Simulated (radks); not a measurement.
The numbers below are computed, except where a source is named.
How relativity changes the ionisation of the zirconium ion Zr11+ ([Ar] 3d10 4s1) to Zr12+ ([Ar] 3d10). Spin-unpolarised spherical Kohn-Sham, PBE, point nucleus unless stated (finite: rms radius 4.2694 fm), a radial shooting solver on a logarithmic mesh with Libxc functionals. A level marked "c x" has the speed of light scaled by that factor.

| level | E(Zr11+) (hartree) | E(Zr12+) (hartree) | IE (eV) | HOMO | <r> HOMO (bohr) |
|---|---|---|---|---|---|
| non-rel. | -3502.40547 | -3493.82692 | 233.43 | 4s | 1.076 |
| scalar-rel. | -3560.21717 | -3551.48096 | 237.72 | 4s | 1.056 |
| scalar-rel., finite nucleus | -3560.17541 | -3551.43927 | 237.72 | 4s | 1.056 |
| Dirac | -3560.63555 | -3551.89966 | 237.72 | 4s1/2 | 1.056 |
| Dirac, finite nucleus | -3560.59372 | -3551.85790 | 237.71 | 4s1/2 | 1.056 |
| Dirac, c x 3 | -3508.63745 | -3500.04208 | 233.89 | 4s1/2 | 1.073 |
| Dirac, c x 10 | -3502.96404 | -3494.38398 | 233.48 | 4s1/2 | 1.075 |
| Dirac, c x 100 | -3502.41106 | -3493.83249 | 233.43 | 4s1/2 | 1.076 |

NIST Atomic Spectra Database: 236.25 eV (measured). The relativistic part of the total energy of Zr11+ is -58.19 hartree (Dirac, finite nucleus), 1.7 % of the non-relativistic value. Spin polarisation and multiplet splitting of open shells are left out at every level.

Beside tabulated values, note that relativity, absent from the non-relativistic runs, is large for the heavy elements, and spin-unpolarised runs miss the spin-polarisation part of the exchange energy of open shells.
